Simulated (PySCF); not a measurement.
## Zirconium: a sound run and one with changed settings

Sound run: Zr⁺ [Kr] 4d2 5s1, Zr²⁺ [Kr] 4d2. Computed with PySCF 2.14 in x2c-SVPall (6s5p5d1f, 53 functions), with the spin-free X2C one-electron Hamiltonian (Gaussian nucleus). The sound run starts from symmetry-adapted Hartree-Fock orbitals and uses a fine grid where one is needed.

A second run was set up differently.

| species | method | sound run (hartree) | changed run (hartree) | converged |
| --- | --- | --- | --- | --- |
| Zr⁺ | UHF | -3595.66745 | -3595.66745 | yes |
| Zr⁺ | MN15 | -3599.86456 | -3599.81740 | yes |
| Zr⁺ | PBE0 | -3597.35321 | -3597.39550 | yes |
| Zr²⁺ | UHF | -3595.21637 | -3595.21637 | yes |
| Zr²⁺ | MN15 | -3599.39660 | -3599.35314 | yes |
| Zr²⁺ | PBE0 | -3596.87166 | -3596.91399 | yes |

Ionisation energy of Zr⁺:

```tsv
method	sound run (eV)	changed run (eV)
UHF	12.275	12.275
MN15	12.734	12.633
PBE0	13.104	13.103
```

Question: What was changed?
A. minimal basis
B. all electrons correlated in a valence basis
C. too few SCF iterations
D. radial grid too coarse

Answer: D. It used radial step 0.5 in ln r (0.13 in the sound run). A coarse radial grid mis-integrates the density and the exchange-correlation energy, with errors of either sign; Hartree-Fock needs no grid.
